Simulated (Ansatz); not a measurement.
`C/C([SiH3])=C\N`, relaxed with RKS PBE0-D4/def2-TZVP in the Gaussian-basis code of Ansatz from a PBE-D4/def2-SVP geometry. The force threshold is 0.005 eV/Å; the program also tests the step.

Charge 0, multiplicity 1.

Start:

```xyz
14

C    -0.827   -1.263    0.017
C    -0.155    0.089   -0.080
Si   -1.086    1.560   -0.737
C     1.155    0.241    0.288
N     1.997   -0.763    0.713
H    -0.601   -1.775    0.981
H    -1.932   -1.190   -0.044
H    -0.508   -1.955   -0.797
H    -2.341    1.833    0.060
H    -1.543    1.377   -2.167
H    -0.204    2.782   -0.681
H     1.642    1.229    0.218
H     2.821   -0.505    1.254
H     1.583   -1.659    0.974
```

Question: How much energy does the relaxation release, and in how many steps? (An estimate is asked.)

Answer: The calculation gave: 1.51 kcal/mol, in 13 steps, 2 of them rejected.

Question: Which bonds change most? (Estimate.)

Answer: The calculation gave: C2–C4 from 1.368 to 1.345 Å; C2–Si3 from 1.861 to 1.841 Å; Si3–H10 from 1.512 to 1.493 Å; Si3–H9 from 1.512 to 1.493 Å.

Question: Give the relaxed structure. (Best estimate.)

Answer: Computed: 
```xyz
14

C    -0.811   -1.258    0.010
C    -0.151    0.091   -0.086
Si   -1.080    1.555   -0.706
C     1.138    0.239    0.267
N     1.971   -0.768    0.683
H    -0.731   -1.680    1.021
H    -1.877   -1.213   -0.223
H    -0.363   -1.981   -0.681
H    -2.290    1.834    0.122
H    -1.576    1.361   -2.101
H    -0.194    2.752   -0.680
H     1.624    1.208    0.194
H     2.792   -0.509    1.201
H     1.548   -1.631    0.979
```
